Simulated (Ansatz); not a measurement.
Program: Ansatz. Geometries: PBE0-D4/def2-TZVP. ΔE: electronic, gas phase. CCSD(T)/CBS adds triple-zeta CCSD(T) − MP2 to the extrapolated MP2 energy (def2 sets, frozen cores). DFT in def2-TZVPP. B3LYP here is the variant with VWN-RPA as its local correlation; programs differ in this. For Ga outer-core shells are correlated without core-valence functions, which leaves a few kJ/mol of doubt a bond. Scalar relativity is left out up to krypton. Each species was taken in one conformer, which may not be the lowest.

Consider the formal exchange of groups at the Si–Ga bond: `C[SiH](O)[GaH2]` + `O[SiH](F)F` → `C[SiH](O)[Si](O)(F)F` + `[GaH3]`.

(1) Is it downhill or uphill in electronic energy at CCSD(T)/CBS, and by how much? (Best estimate.)

(2) What do these levels give: B3LYP-D4, B3LYP, MP2/def2-TZVPP, CCSD/def2-TZVPP, HF/CBS(def2), MP2/CBS(def2)? (Estimate.)

Largest T1 diagnostic among the species: 0.013.

Answers

(1) The calculation gave: Uphill: ΔE = +0.22 eV.

(2) Computed: B3LYP-D4 0.13, B3LYP 0.18, MP2/def2-TZVPP 0.23, CCSD/def2-TZVPP 0.22, HF/CBS(def2) 0.21, MP2/CBS(def2) 0.24 eV.

The D4 term adds −0.05 eV with B3LYP and −0.03 eV with PBE0; it sums over pairs of atoms, weighted by their polarisabilities, and B3LYP, whose exchange is more repulsive, gets the larger term.
